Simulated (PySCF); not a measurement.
# A ladder of Hamiltonians for Ag³⁷⁺ (silver, charge +37)

Occupied: 1s1/2, 2s1/2, 2p1/2, 2p3/2. Hartree-Fock calculated with PySCF 2.14 in an uncontracted even-tempered set (17 s from 5.3 bohr⁻², ratio 2.7; 12 p from 6.4 bohr⁻², ratio 2.7), Gaussian nucleus throughout. NR is non-relativistic, sf-X2C the spin-free one-electron X2C Hamiltonian, X2C adds the bare one-electron spin-orbit term, X2C-SNSO screens it by Boettger's factors, DC is four-component Dirac-Coulomb, and the Gaunt and Breit terms are added at first order (total energies over the DC spinors, levels after relaxing the spinors in that mean field). QED terms are absent. Levels marked empty are virtual spinors of this ion.

| Hamiltonian | E (hartree) | E − E(DC) (hartree) | CPU seconds |
| --- | --- | --- | --- |
| NR | -4021.2096 | 106.7700 | 0.14 |
| sf-X2C | -4126.0468 | 1.9328 | 0.08 |
| X2C | -4126.9541 | 1.0254 | 0.1 |
| X2C-SNSO | -4126.8765 | 1.1031 | 0.1 |
| DC | -4127.9796 | 0.0000 | 4.9 |
| DC+Gaunt | -4124.7225 | 3.2570 | 8.6 |
| DC+Breit | -4125.0065 | 2.9730 | 26 |

Problem. Give the 2p spin-orbit interval with each Hamiltonian that has one.

Solution. X2C 193.0; X2C-SNSO 184.4; DC 183.8; DC+Gaunt 181.0; DC+Breit 181.1 (eV).

| level (eV) | NR | sf-X2C | X2C | X2C-SNSO | DC | DC+Gaunt | DC+Breit |
| --- | --- | --- | --- | --- | --- | --- | --- |
| 1s1/2 | -27126.1 | -27933.7 | -27932.2 | -27932.4 | -27952.7 | -27898.8 | -27902.3 |
| 2s1/2 | -5776.6 | -5995.7 | -5995.3 | -5995.4 | -5997.8 | -5992.5 | -5992.8 |
| 2p1/2 | -5542.6 | -5615.6 | -5748.1 | -5742.1 | -5743.1 | -5733.8 | -5734.8 |
| 2p3/2 | -5542.6 | -5615.6 | -5555.1 | -5557.7 | -5559.4 | -5552.8 | -5553.8 |
| 3s1/2 (empty) | -2303.2 | -2369.7 | -2369.6 | -2369.6 | -2370.2 | -2368.8 | -2369.0 |
| 3p1/2 (empty) | -2228.3 | -2256.9 | -2290.1 | -2288.6 | -2288.8 | -2286.5 | -2286.8 |
| 3p3/2 (empty) | -2228.3 | -2256.9 | -2241.7 | -2242.3 | -2242.7 | -2241.1 | -2241.4 |

Weight of the small component: 1s1/2 0.0297, 2s1/2 0.00648, 2p1/2 0.00642, 2p3/2 0.00618, 3s1/2 0.00245, 3p1/2 0.00241, 3p3/2 0.00235.

Koopmans' value for the highest occupied level at DC+Breit: 5553.8 eV, against an ionisation energy of 5558 ± 3 eV (semi-empirical (NIST evaluation); NIST Atomic Spectra Database, ionization energies); the former lacks relaxation, correlation, QED and recoil.

The whole ladder took 41 s of wall time on 1 thread of Intel(R) Xeon(R) 6975P-C (shared host), launched as `OMP_NUM_THREADS=1 python relrun2.py TASK.json OUT` (a driver that calls PySCF for each Hamiltonian).

Dirac-Coulomb iterations, started from the X2C spinors:

```
with_ssss True, with_gaunt False, with_breit False
light speed = 137.03599967994
init E= -4117.50740143908
cycle= 1 E= -4127.97931767441  delta_E= -10.5  |g|= 0.838  |ddm|= 0.0599
cycle= 2 E= -4127.97957409909  delta_E= -0.000256  |g|= 0.0119  |ddm|= 0.00267
cycle= 3 E= -4127.97957452322  delta_E= -4.24e-07  |g|= 0.000503  |ddm|= 0.000151
cycle= 4 E= -4127.97957452402  delta_E= -8.06e-10  |g|= 2.26e-06  |ddm|= 5.62e-06
```
